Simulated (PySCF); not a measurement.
A side-by-side comparison of computed properties.

First species: pyrrole, C4H5N.
InChI=1S/C4H5N/c1-2-4-5-3-1/h1-5H

Second species: CH10ClNSi3.
SMILES: `N[SiH2][C@H]([SiH3])[SiH2]Cl`

Levels: B3LYP/def2-SVPD for dipole moment, HOMO energy, LUMO energy, HOMO–LUMO gap, static isotropic polarisability and electronic spatial extent ⟨r²⟩ about the centre of nuclear charge; TDDFT B3LYP/def2-SVPD for lowest singlet excitation; TDA B3LYP/def2-SVPD for lowest triplet excitation (Tamm–Dancoff); GFN2-xTB for rotational constant A and rotational constant C. Geometries: GFN2-xTB. Each species is one conformer at its optimised geometry, gas phase, non-relativistic unless stated; the electronic structure was computed with PySCF and density fitting.

Dipoles, sizes and rotational constants follow the conformer. The torsions of the flexible species, by atom-mapped SMILES:
- `[NH2:1][SiH2:2][C@H:3]([SiH3:4])[SiH2:5][Cl:6]`: N1–Si2–C3–Si4 61°, Si2–C3–Si5–Cl6 -64°, H–N1–Si2–C3 173°, H–N1–Si2–C3 -50°

Task: Which of the two has the higher HOMO–LUMO gap, and by how much?

Result: The second: 6.97 eV against 6.45 eV, a difference of 0.52 eV.

Task: Which has the higher S1 energy?

Result: The second: 6.00 eV against 5.46 eV, a difference of 0.54 eV.

Task: Which of the two has the higher LUMO energy, and by how much?

Result: The first: 0.51 eV against -0.40 eV, a difference of 0.91 eV.

Task: Which has the higher rotational constant A?

Result: The first: 9.383 GHz against 1.805 GHz, a difference of 7.578 GHz.

Task: Which of the two has the higher dipole moment, and by how much?

Result: The second: 2.15 D against 1.88 D, a difference of 0.27 D.

Task: Which has the higher ⟨r²⟩?

Result: The second: 1631 bohr² against 303 bohr², a difference of 1328 bohr².

Task: Which has the higher static isotropic polarisability?

Result: The second: 112.5 au against 51.7 au, a difference of 60.8 au.

Task: Which has the higher rotational constant C?

Result: The first: 4.625 GHz against 0.724 GHz, a difference of 3.901 GHz.

On the first: S1 lies 0.99 eV below the HOMO–LUMO gap; its leading configuration is HOMO→LUMO, weight 1.00. The 8 singlets span 5.46 to 7.19 eV, and their oscillator strengths add up to 0.22.

On the second: S1 lies 0.97 eV below the HOMO–LUMO gap; its leading configuration is HOMO→LUMO, weight 0.89. The polarisability is 16.67 Å³ as a volume (1 au = 0.148185 Å³), or 1.37 au for each of the 82 electrons.
